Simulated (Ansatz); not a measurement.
Calculated with Ansatz (gas phase, PBE0-D4/def2-TZVP geometries, no zero-point term in ΔE). CCSD(T)/CBS is the MP2 limit (def2-TZVPP, def2-QZVPP) plus CCSD(T) − MP2 in def2-TZVPP, frozen cores. This one scheme is used for every species. DFT in def2-TZVPP. B3LYP here is the variant with VWN-RPA as its local correlation; programs differ in this. Elements past krypton have def2 core potentials. For I, In outer-core shells are correlated without core-valence functions, which leaves a few kJ/mol of doubt a bond. One conformer a species, not always the lowest.

`F[CH2][InH][I]` + CH₄ → `[CH3][InH][CH2]F` + HI  (formal exchange of groups at the In–I bond)

Problem. Is it downhill or uphill in electronic energy at CCSD(T)/CBS, and by how much? (An estimate is asked.)

Solution. Computed: Uphill: ΔE = +1.98 eV.

Problem. What do these levels give: PBE-D4, r2SCAN-D4, B3LYP-D4, ωB97X-V, HF/def2-QZVPP, MP2/CBS(def2)? (Estimate.)

Solution. Computed: PBE-D4 1.93, r2SCAN-D4 2.01, B3LYP-D4 1.98, ωB97X-V 1.92, HF/def2-QZVPP 2.16, MP2/CBS(def2) 2.06 eV.

Largest T1 diagnostic among the species: 0.012.

From PBE to PBE0 (25 % exact exchange), in def2-TZVPP and without D4, ΔE moves by +0.05 eV. In def2-TZVPP, CCSD(T) changes the Hartree–Fock value by −0.31 eV (the triples alone add −0.02 eV) and MP2 by −0.22 eV.
